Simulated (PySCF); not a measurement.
PySCF input file for C5H6O2, SMILES C#C[C@H]1O[C@@H](C)O1, PBE-D3(BJ)/def2-SVP. Geometry: PBE-D3(BJ)/def2-SVP. The structure was generated by enumeration; whether it is a known compound was not checked.

```python
import numpy as np
from pyscf import gto, scf, dft, df
from pyscf.hessian import thermo

mol = gto.M(
    atom='''
    C    -0.75270920    2.75492594   -0.00000000
    C    -0.07165792    1.74026488   -0.00000000
    C     0.78490991    0.55053554   -0.00000000
    O     0.49836453   -0.39252402    1.04120522
    C     0.27563572   -1.35919509    0.00000000
    C    -1.10326805   -1.96948125    0.00000000
    O     0.49836453   -0.39252403   -1.04120522
    H    -1.36808812    3.64446858   -0.00000001
    H     1.86163869    0.86264348   -0.00000000
    H     1.07332083   -2.14596773    0.00000000
    H    -1.23361107   -2.60537593   -0.89860502
    H    -1.23361106   -2.60537593    0.89860502
    H    -1.87094447   -1.17230813    0.00000000
    ''',
    basis='def2-SVP',
    charge=0,
    spin=0,
    max_memory=1600,
    verbose=3,
)
mf = dft.RKS(mol, xc='pbe').density_fit(auxbasis='def2-universal-jkfit')
mf.disp = 'd3bj'
mf.grids.level = 3
mf.conv_tol = 1e-11
mf.max_cycle = 100
mf.kernel()

# analytic Hessian; the response equations are solved on a coarser grid
h, args, fine = mf.Hessian(), (mf.mo_energy, mf.mo_coeff, mf.mo_occ), mf.grids
h.max_memory = max(150, 2.5e-5 * df.make_auxmol(mol, mf.with_df.auxbasis).nao * mol.nelec[0] * (mol.nelec[0] + mol.nao))  # MB; small integral blocks
h1ao = h.make_h1(mf.mo_coeff, mf.mo_occ)
mf.grids = dft.Grids(mol).set(level=1).build(with_non0tab=True)
mo1, mo_e1 = h.solve_mo1(*args, h1ao)
mf.grids = fine
hess = h.hess_elec(*args, mo1, mo_e1, h1ao) + h.hess_nuc()
if mf.do_disp():
    hess += h.get_dispersion()
for i in range(mol.natm):  # the analytic DFT Hessian lacks the response of the grid: restore translational invariance
    hess[i, i] -= hess[i].sum(axis=0)
hess = (hess + hess.transpose(1, 0, 3, 2)) / 2
vib = thermo.harmonic_analysis(mol, hess, imaginary_freq=False)
thermo.dump_normal_mode(mol, vib)
th = thermo.thermo(mf, vib['freq_au'][vib['freq_au'] > 0], 298.15, 101325)
thermo.dump_thermo(mol, th)
g0 = mf.nuc_grad_method().set(verbose=0).kernel()

# dipole derivatives [dipole axis, atom, xyz] from the same response
r, irp = mol.intor('int1e_r'), mol.intor('int1e_irp').reshape(3, 3, mol.nao, mol.nao)
sl, dm0, ok = mol.aoslice_by_atom(), np.array(mf.make_rdm1()), []
dmu = np.einsum('a,xt->xat', mol.atom_charges(), np.eye(3))
for a, (_, _, p0, p1) in enumerate(sl):
    dmu[:, a] += 2 * np.einsum('xtij,ij->xt', irp[:, :, :, p0:p1], dm0.reshape(-1, mol.nao, mol.nao).sum(0)[:, p0:p1])
    for u, c, occ, f in [(mo1, mf.mo_coeff, mf.mo_occ, 4)]:
        dmu[:, a] -= f * np.einsum('tui,xuv,vi->xt', u[a], r, c[:, occ > 0], optimize=True)
L = vib['norm_mode']
ir = 974.8801 * (np.einsum('xat,kat->kx', dmu, L) ** 2).sum(1)       # km/mol
apt = np.einsum('xax->a', dmu) / 3
print('mode   freq/cm-1   IR/(km/mol)')
for k, w in enumerate(vib['freq_wavenumber']):
    print(f'{k + 1:4d} {w:11.2f} {ir[k]:13.3f}')
print('max |gradient| / (hartree/bohr):', abs(g0).max())
print('APT charges:', apt.round(4))
```

Output:

```
[...]
      11   H                 0.17  0.02 -0.01   -0.08  0.01  0.01    0.00  0.02  0.01
      12   H                -0.03 -0.03  0.00    0.08  0.05  0.00   -0.00 -0.00  0.03
Mode                                15                  16                  17
Irrep
Freq [cm^-1]                     1021.0794           1065.6472           1104.6501
Reduced mass [au]                   1.7420              5.2725              2.3569
Force const [Dyne/A]                1.0701              3.5277              1.6945
Char temp [K]                    1469.1060           1533.2291           1589.3455
Normal mode                   x     y     z       x     y     z       x     y     z
       0   C                 0.00 -0.00 -0.00    0.03 -0.04 -0.00    0.00 -0.01 -0.00
       1   C                 0.00 -0.00  0.00    0.02 -0.01 -0.00   -0.00 -0.00 -0.00
       2   C                -0.00  0.00 -0.01    0.01  0.19  0.00    0.03  0.06  0.00
       3   O                 0.02 -0.04 -0.05   -0.02 -0.09  0.02   -0.03  0.01  0.03
       4   C                 0.00  0.00  0.14    0.02  0.10 -0.00    0.15 -0.09 -0.00
       5   C                -0.00  0.00 -0.09   -0.01 -0.03  0.00   -0.09  0.08  0.00
       6   O                -0.02  0.04 -0.05   -0.02 -0.09 -0.02   -0.03  0.01 -0.03
       7   H                 0.00 -0.00 -0.00    0.04 -0.04 -0.00    0.01 -0.00 -0.00
       8   H                -0.00  0.00  0.29   -0.02  0.28 -0.00    0.03  0.06 -0.00
       9   H                 0.00 -0.00  0.45    0.04  0.11 -0.00    0.06 -0.18 -0.00
      10   H                -0.27 -0.16  0.08   -0.11  0.02 -0.02    0.13 -0.13  0.10
      11   H                 0.27  0.16  0.08   -0.11  0.02  0.02    0.13 -0.13 -0.10
      12   H                -0.00 -0.00  0.21    0.04  0.02 -0.00   -0.43 -0.26 -0.00
Mode                                18                  19                  20
Irrep
Freq [cm^-1]                     1138.4024           1190.8519           1266.1283
Reduced mass [au]                   2.4717              1.1647              1.5703
Force const [Dyne/A]                1.8873              0.9732              1.4832
Char temp [K]                    1637.9077           1713.3707           1821.6767
Normal mode                   x     y     z       x     y     z       x     y     z
       0   C                 0.01 -0.02  0.00   -0.00  0.00  0.00   -0.00  0.00  0.00
       1   C                 0.01 -0.00  0.00   -0.00  0.00 -0.02   -0.00 -0.00 -0.02
       2   C                 0.02  0.09  0.00    0.00 -0.00  0.08   -0.00 -0.00  0.09
       3   O                -0.01  0.03  0.05   -0.01 -0.04 -0.01   -0.01  0.01 -0.03
       4   C                -0.10 -0.15 -0.00    0.00  0.00 -0.02   -0.00  0.00  0.13
       5   C                 0.07  0.01  0.00   -0.00 -0.00  0.01    0.00 -0.00 -0.06
       6   O                -0.01  0.03 -0.05    0.01  0.04 -0.01    0.01 -0.01 -0.03
       7   H                 0.02 -0.02  0.00   -0.00  0.00  0.01   -0.00 -0.00  0.02
       8   H                -0.04  0.28 -0.00    0.00 -0.00 -0.77    0.00 -0.00 -0.35
       9   H                -0.28 -0.33  0.00    0.00  0.00  0.50   -0.00 -0.00 -0.64
      10   H                 0.12  0.02 -0.02   -0.01  0.02 -0.00   -0.03 -0.12  0.04
      11   H                 0.12  0.02  0.02    0.01 -0.02 -0.00    0.03  0.12  0.04
      12   H                 0.20  0.13 -0.00   -0.00 -0.00 -0.02    0.00  0.00  0.20
Mode                                21                  22                  23
Irrep
Freq [cm^-1]                     1313.9250           1331.2034           1377.7681
Reduced mass [au]                   1.1977              1.3330              1.2840
Force const [Dyne/A]                1.2183              1.3917              1.4360
Char temp [K]                    1890.4455           1915.3053           1982.3015
Normal mode                   x     y     z       x     y     z       x     y     z
       0   C                -0.01  0.01  0.00    0.01 -0.01 -0.00    0.01 -0.01  0.00
       1   C                 0.02  0.01 -0.00   -0.01 -0.01  0.00   -0.01 -0.01  0.00
       2   C                 0.04 -0.07  0.00   -0.03  0.07 -0.00   -0.02  0.07  0.00
       3   O                -0.01 -0.01  0.00    0.01 -0.00 -0.00    0.02 -0.01 -0.00
       4   C                -0.03 -0.03  0.00    0.03 -0.00 -0.00   -0.08 -0.05  0.00
       5   C                -0.08  0.00 -0.00   -0.11 -0.05  0.00    0.01  0.07 -0.00
       6   O                -0.01 -0.01 -0.00    0.01 -0.00  0.00    0.02 -0.01  0.00
       7   H                -0.02  0.00  0.00    0.02 -0.01 -0.00    0.01 -0.01  0.00
       8   H                -0.13  0.57 -0.00    0.11 -0.47  0.00    0.08 -0.30  0.00
       9   H                 0.37  0.39 -0.00    0.01 -0.03  0.00    0.27  0.32 -0.00
      10   H                 0.28  0.01 -0.05    0.37  0.12 -0.18   -0.00 -0.37  0.30
      11   H                 0.28  0.01  0.05    0.37  0.12  0.18   -0.00 -0.37 -0.30
      12   H                 0.09  0.15  0.00    0.22  0.26 -0.00    0.10  0.14  0.00
Mode                                24                  25                  26
Irrep
Freq [cm^-1]                     1402.2298           1412.8123           2162.4481
Reduced mass [au]                   1.0583              1.2914              5.9883
Force const [Dyne/A]                1.2260              1.5187             16.4986
Char temp [K]                    2017.4964           2032.7224           3111.2814
Normal mode                   x     y     z       x     y     z       x     y     z
       0   C                 0.00 -0.00 -0.00   -0.01  0.01 -0.00   -0.09  0.13 -0.00
       1   C                -0.00 -0.00  0.00    0.01  0.00 -0.00    0.13 -0.18  0.00
       2   C                -0.00  0.00 -0.01    0.01 -0.06 -0.00   -0.02  0.02  0.00
       3   O                 0.00 -0.00  0.01   -0.01  0.00  0.00    0.00  0.00 -0.00
       4   C                -0.00 -0.00 -0.05    0.06  0.10 -0.00   -0.00 -0.00 -0.00
       5   C                 0.00 -0.00 -0.04   -0.05 -0.01 -0.00    0.00  0.00  0.00
       6   O                -0.00  0.00  0.01   -0.01  0.00 -0.00    0.00  0.00  0.00
       7   H                 0.00 -0.00 -0.00   -0.01  0.01 -0.00   -0.17  0.25  0.00
       8   H                 0.00 -0.00  0.04   -0.06  0.19  0.00   -0.01  0.01  0.00
       9   H                 0.00  0.00  0.13   -0.32 -0.31  0.00    0.00 -0.00  0.00
      10   H                 0.44 -0.20  0.05    0.07 -0.33  0.20    0.00  0.00 -0.00
      11   H                -0.44  0.20  0.05    0.07 -0.33 -0.20    0.00  0.00  0.00
      12   H                -0.00 -0.00  0.67    0.31  0.33  0.00   -0.00 -0.00 -0.00
Mode                                27                  28                  29
Irrep
Freq [cm^-1]                     2882.7570           2896.1525           2981.1802
Reduced mass [au]                   1.0826              1.0882              1.0359
Force const [Dyne/A]                5.3007              5.3778              5.4245
Char temp [K]                    4147.6455           4166.9186           4289.2546
Normal mode                   x     y     z       x     y     z       x     y     z
       0   C                -0.00  0.00 -0.00   -0.00  0.00  0.00    0.00 -0.00  0.00
       1   C                 0.00 -0.00 -0.00    0.00 -0.00  0.00   -0.00  0.00  0.00
       2   C                 0.07  0.02  0.00    0.03  0.01 -0.00   -0.00 -0.00  0.00
       3   O                -0.00  0.00 -0.00   -0.00 -0.00 -0.00    0.00 -0.00 -0.00
       4   C                -0.02  0.02 -0.00    0.06 -0.05 -0.00   -0.00  0.00  0.00
       5   C                 0.00 -0.00 -0.00   -0.00  0.00  0.00    0.04  0.02  0.00
       6   O                -0.00  0.00  0.00   -0.00 -0.00  0.00    0.00 -0.00  0.00
       7   H                -0.00  0.00 -0.00    0.00  0.00 -0.00    0.00 -0.00  0.00
       8   H                -0.86 -0.23  0.00   -0.34 -0.09  0.00    0.01  0.00 -0.00
       9   H                 0.26 -0.24  0.00   -0.64  0.61  0.00    0.02 -0.01 -0.00
      10   H                -0.00  0.00  0.01   -0.00 -0.02 -0.03   -0.06 -0.33 -0.48
      11   H                -0.00  0.00 -0.01   -0.00 -0.02  0.03   -0.06 -0.33  0.48
      12   H                -0.01  0.01  0.00    0.02 -0.02 -0.00   -0.36  0.38 -0.00
Mode                                30                  31                  32
Irrep
Freq [cm^-1]                     3078.2071           3094.8509           3403.3324
Reduced mass [au]                   1.1030              1.1054              1.1606
Force const [Dyne/A]                6.1580              6.2379              7.9202
Char temp [K]                    4428.8547           4452.8014           4896.6376
Normal mode                   x     y     z       x     y     z       x     y     z
       0   C                -0.00  0.00 -0.00    0.00 -0.00  0.00    0.06 -0.09 -0.00
       1   C                 0.00 -0.00 -0.00   -0.00  0.00 -0.00   -0.02  0.02 -0.00
       2   C                 0.00 -0.00  0.00   -0.00 -0.00 -0.00    0.00 -0.00 -0.00
       3   O                -0.00 -0.00 -0.00    0.00 -0.00 -0.00   -0.00 -0.00  0.00
       4   C                -0.00  0.00  0.00   -0.00  0.00 -0.00   -0.00 -0.00  0.00
       5   C                -0.00  0.00  0.09   -0.04  0.08 -0.00    0.00 -0.00  0.00
       6   O                 0.00  0.00 -0.00    0.00 -0.00  0.00   -0.00 -0.00 -0.00
       7   H                 0.00 -0.00  0.00   -0.00  0.00  0.00   -0.52  0.76  0.00
       8   H                -0.00 -0.00 -0.00    0.00  0.00  0.00    0.00  0.00 -0.00
       9   H                 0.00 -0.00 -0.00    0.04 -0.03  0.00   -0.00  0.00 -0.00
      10   H                -0.08 -0.39 -0.54   -0.05 -0.20 -0.29    0.00  0.00  0.00
      11   H                 0.08  0.39 -0.54   -0.05 -0.20  0.29    0.00  0.00 -0.00
      12   H                 0.00 -0.00  0.01    0.56 -0.58 -0.00   -0.00  0.00  0.00
temperature 298.1500 [K]
pressure 101325.00 [Pa]
Rotational constants [GHz] 5.80390 1.83817 1.74644
Symmetry number 1
Zero-point energy (ZPE) 0.09664 [Eh]   253729.571 [J/mol]
                           tot       elec      trans        rot        vib
Entropy [J/mol/K]       346.643      0.000    165.941    114.003     66.699
Cv [J/mol/K]            105.979      0.000     12.472     12.472     81.036
Cp [J/mol/K]            114.294      0.000     20.786     12.472     81.036
Internal energy [J/mol]                      3718.434   3718.434 264901.038
Internal energy [Eh]   -343.71233  -343.81606
Enthalpy [J/mol]                             6197.391   3718.434 264901.038
Enthalpy [Eh]          -343.71139
Gibbs free energy [J/mol]                  -43277.907 -30271.496 245014.722
Gibbs free energy [Eh] -343.75075
mode   freq/cm-1   IR/(km/mol)
   1       58.51         1.501
   2      166.79         3.111
   3      222.70         0.038
   4      227.29         2.148
   5      335.29         2.195
   6      471.51         6.154
   7      490.33         1.122
   8      522.80         3.871
   9      655.03        34.316
  10      692.57        28.067
  11      801.49         9.496
  12      866.54        24.721
  13      892.23        21.397
  14      942.53        14.016
  15      951.04        24.620
  16     1021.08        24.515
  17     1065.65       400.200
  18     1104.65        15.333
  19     1138.40        29.941
  20     1190.85         1.138
  21     1266.13        31.214
  22     1313.92        59.210
  23     1331.20        61.195
  24     1377.77        18.203
  25     1402.23         2.178
  26     1412.81        25.018
  27     2162.45        20.361
  28     2882.76        77.315
  29     2896.15       108.701
  30     2981.18         3.386
  31     3078.21         5.619
  32     3094.85         8.408
  33     3403.33        60.208
max |gradient| / (hartree/bohr): 6.024573908326867e-05
APT charges: [-0.2252 -0.2187  1.0081 -0.7033  0.8937 -0.1072 -0.7033  0.2116 -0.0942
 -0.119   0.0188  0.0188  0.0199]
```

Self-consistency was reached.
